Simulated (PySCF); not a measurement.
B(Me)2(Ph), SMILES CB(C)c1ccccc1, GFN2-xTB optimised geometry.

```
20

B     -1.83     0.00     0.00
C     -2.63    -1.36     0.00
H     -2.11    -2.17    -0.50
H     -3.62    -1.27    -0.44
H     -2.78    -1.68     1.03
C     -2.63     1.36     0.00
H     -2.11     2.17     0.51
H     -3.62     1.27     0.43
H     -2.77     1.68    -1.03
C     -0.27     0.00     0.00
C      0.46     1.07    -0.53
C      1.85     1.07    -0.54
C      2.54     0.00     0.00
C      1.85    -1.07     0.54
C      0.46    -1.07     0.53
H     -0.07     1.91    -0.95
H      2.38     1.91    -0.96
H      3.62     0.00     0.00
H      2.38    -1.91     0.96
H     -0.07    -1.91     0.95
```

Density from PBE0/def2-SVP in PySCF 2.14.0 at that geometry.

Minimum of the electron density along straight lines between bonded atoms, close to the bond critical point (lines longer than 1.1 times the sum of covalent radii, or with two minima, are not listed):

```csv
bond,length / Å,ρ at the minimum / e bohr⁻³,∇²ρ there / e bohr⁻⁵,position (fraction from the first atom)
B1–C2,1.579,0.179,-0.14,0.32
C2–H3,1.088,0.272,-0.97,0.62
C2–H4,1.088,0.271,-0.96,0.62
C2–H5,1.091,0.264,-0.91,0.62
B1–C6,1.579,0.179,-0.14,0.32
C6–H7,1.088,0.272,-0.97,0.62
C6–H8,1.088,0.271,-0.96,0.62
C6–H9,1.091,0.264,-0.91,0.62
B1–C10,1.563,0.183,?,0.32
C10–C11,1.399,0.303,-0.76,0.49
C11–C12,1.382,0.314,-0.81,0.50
C12–C13,1.385,0.312,-0.80,0.50
C13–C14,1.385,0.312,-0.80,0.50
C10–C15,1.399,0.303,-0.76,0.49
C14–C15,1.382,0.314,-0.81,0.50
C11–H16,1.081,0.284,-1.08,0.63
C12–H17,1.081,0.283,-1.07,0.63
C13–H18,1.081,0.283,-1.08,0.63
C14–H19,1.081,0.283,-1.07,0.63
C15–H20,1.081,0.284,-1.08,0.63
```

Task: Some entries are withheld; supply them.

Result: 
- B1–C10, ∇²ρ there / e bohr⁻⁵: -0.11
